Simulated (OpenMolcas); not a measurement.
**Multiconfigurational calculation on Bi+**

Input:

```
&GATEWAY
Coord
1

Bi 0.0 0.0 0.0
Basis=ANO-RCC-VDZ
Group=XYZ
NoMove
AngMom=0.0 0.0 0.0
AMFI
&SEWARD
* reference wave functions (RASSCF and RASSI steps not shown): 4 electrons in 4 orbitals (6s 6p)
>>> COPY JOB001 $Project.JobIph
&CASPT2
Multistate=3 1 2 3
Frozen=15 19
IPEA=0.1
Imaginary=0.25
MaxIter=60
WThr=0.0 0.3 0.05
PrWF=0.5
NoMix
>>> COPY JOB002 $Project.JobIph
&CASPT2
Multistate=6 1 2 3 4 5 6
Frozen=15 19
IPEA=0.1
Imaginary=0.25
MaxIter=60
WThr=0.0 0.3 0.05
PrWF=0.5
NoMix
>>> COPY JOB003 $Project.JobIph
&CASPT2
Multistate=1 1
Frozen=15 19
IPEA=0.1
Imaginary=0.25
MaxIter=60
WThr=0.0 0.3 0.05
PrWF=0.5
NoMix
...
```

Launched by
```bash
OMP_NUM_THREADS=1 MOLCAS_MEM=2252 MOLCAS_PROJECT=a pymolcas a.inp > a.log  # once for each step of the input, in one work folder
```

Output, cut to the results:

```
--- CASPT2 ---
Orbital specifications:
      -----------------------

      Symmetry species                           1   2
                                                ag  au
      Frozen orbitals                           15  19
      Inactive orbitals                          5   0
      Active orbitals                            1   3
      Secondary orbitals                         1   3
      Deleted orbitals                           0   0
      Number of basis functions                 22  25
Type of calculation                        MS-CASPT2
      Fock operator                              state-specific
      IPEA shift                                 0.10
      Real shift                                 0.00
      Imaginary shift                            0.25
      The input orbitals will be transformed to quasi-canonical
Reference energy:      -21509.5804828785
      E2 (Non-variational):      -0.0138030867
      Shift correction:          -0.0001838354
      E2 (Variational):          -0.0139869221
      Total energy:          -21509.5944698006
      Residual norm:              0.0000001231
      Reference weight:           0.99397
      Contributions to the CASPT2 correlation energy
      Active & Virtual Only:         -0.0065835265
      One Inactive Excited:          -0.0044751873
      Two Inactive Excited:          -0.0027443729
Reference energy:      -21509.5804828785
      E2 (Non-variational):      -0.0138030889
      Shift correction:          -0.0001838355
      E2 (Variational):          -0.0139869244
      Total energy:          -21509.5944698029
      Residual norm:              0.0000001231
      Reference weight:           0.99397
      Contributions to the CASPT2 correlation energy
      Active & Virtual Only:         -0.0065835285
      One Inactive Excited:          -0.0044751875
      Two Inactive Excited:          -0.0027443728
::    CASPT2 Root  1     Total energy: -21509.59446980
::    CASPT2 Root  2     Total energy: -21509.59446980
::    CASPT2 Root  3     Total energy: -21509.59446980
::    MS-CASPT2 Root  1     Total energy: -21509.59446980
::    MS-CASPT2 Root  2     Total energy: -21509.59446980
::    MS-CASPT2 Root  3     Total energy: -21509.59446980
--- CASPT2 ---
Orbital specifications:
      -----------------------

      Symmetry species                           1   2
                                                ag  au
      Frozen orbitals                           15  19
      Inactive orbitals                          5   0
      Active orbitals                            1   3
      Secondary orbitals                         1   3
      Deleted orbitals                           0   0
      Number of basis functions                 22  25
Type of calculation                        MS-CASPT2
      Fock operator                              state-specific
      IPEA shift                                 0.10
      Real shift                                 0.00
      Imaginary shift                            0.25
      The input orbitals will be transformed to quasi-canonical
Reference energy:      -21509.5399274368
      E2 (Non-variational):      -0.0152747152
      Shift correction:          -0.0002406755
      E2 (Variational):          -0.0155153906
      Total energy:          -21509.5554428274
      Residual norm:              0.0000002014
      Reference weight:           0.99300
      Contributions to the CASPT2 correlation energy
      Active & Virtual Only:         -0.0067935887
      One Inactive Excited:          -0.0057038089
      Two Inactive Excited:          -0.0027773176
Reference energy:      -21509.5399274366
      E2 (Non-variational):      -0.0152126262
      Shift correction:          -0.0002379871
      E2 (Variational):          -0.0154506133
      Total energy:          -21509.5553780499
      Residual norm:              0.0000001248
      Reference weight:           0.99305
      Contributions to the CASPT2 correlation energy
      Active & Virtual Only:         -0.0067640462
      One Inactive Excited:          -0.0056691618
      Two Inactive Excited:          -0.0027794181
::    CASPT2 Root  1     Total energy: -21509.55544283
::    CASPT2 Root  2     Total energy: -21509.55537805
::    CASPT2 Root  3     Total energy: -21509.55544248
::    CASPT2 Root  4     Total energy: -21509.55544248
::    CASPT2 Root  5     Total energy: -21509.55544250
::    CASPT2 Root  6     Total energy: -21509.51480814
::    MS-CASPT2 Root  1     Total energy: -21509.55544349
::    MS-CASPT2 Root  2     Total energy: -21509.55544273
::    MS-CASPT2 Root  3     Total energy: -21509.55544250
::    MS-CASPT2 Root  4     Total energy: -21509.55544217
::    MS-CASPT2 Root  5     Total energy: -21509.55537805
::    MS-CASPT2 Root  6     Total energy: -21509.51480755
--- CASPT2 ---
Orbital specifications:
      -----------------------

      Symmetry species                           1   2
                                                ag  au
      Frozen orbitals                           15  19
      Inactive orbitals                          5   0
      Active orbitals                            1   3
      Secondary orbitals                         1   3
      Deleted orbitals                           0   0
      Number of basis functions                 22  25
Type of calculation                        SS-CASPT2
      Fock operator                              state-specific
      IPEA shift                                 0.10
      Real shift                                 0.00
      Imaginary shift                            0.25
      The input orbitals will be transformed to quasi-canonical
Reference energy:      -21509.3384675028
      E2 (Non-variational):      -0.0056747265
      Shift correction:          -0.0000903880
      E2 (Variational):          -0.0057651145
      Total energy:          -21509.3442326172
      Residual norm:              0.0000008048
      Reference weight:           0.99737
...
```

Levels above the lowest, from the spin-orbit matrix with the single-state CASPT2 energies, averaged by term, on its diagonal:

```tsv
Configuration	Term	J	E (eV)	Measured (eV)	g	Term weight %	Second
6s² 6p²	³P	0	0.0000	0.0000		83	17 ¹S
6s² 6p²	³P	1	1.571	1.6521	1.501	100	
6s² 6p²	³P	2	2.144	2.1117	1.297	59	41 ¹D
6s² 6p²	¹D	2	4.133	4.2079	1.204	59	41 ³P
6s² 6p²	¹S	0	5.311	5.4768		83	17 ³P
6s 6p³	⁵S°	2	8.591	9.4412	1.948	90	9 ³P°
```

Against the 5 measured excited levels shown (NIST Handbook of Basic Atomic Spectroscopic Data) the mean absolute deviation is 1900 cm-1; the largest miss in energy is 6s 6p³ ⁵S°₂: computed 8.591, measured 9.4412 eV (-9.0 %).

Term energies are means over components that CASPT2 splits; among the terms shown or strongly mixed into the levels shown the widest spread is 14 cm-1 (6s² 6p² ¹D). Some high roots are left out of the spin-orbit mixing, which shifts the levels that they would mix with. Terms from blocks run as CI alone lack orbitals of their own. Terms of s pⁿ other than that of highest spin mix with s² pⁿ⁻² d, which this space lacks; all of them can be thousands of cm-1 off, and some have no real level of that name. Spin-orbit splittings of 6p shells tend to come out small when the coupling is added on scalar orbitals. Measured partners are found by configuration, term and J. A level has none where our copy of the source lacks it or the pairing is in doubt (some pairs that miss far off the trend of their configuration count as doubtful), and it then counts in no deviation. Where the source uses jj or jK labels, the order within each J decides. Only configurations of the active space appear. The first state left out of the spin-orbit step lies near 120000 cm-1 above the lowest spin-free state of the reference (among the parities and spins computed), and the list stops at four fifths of that energy or lower.

The CASPT2 steps took 2.1 s on 1 thread of Arm Neoverse V1 (shared host); the integral step is not counted.

The term weight is that of the spin-free term in the level, not the purity of its configuration. ° marks odd parity.
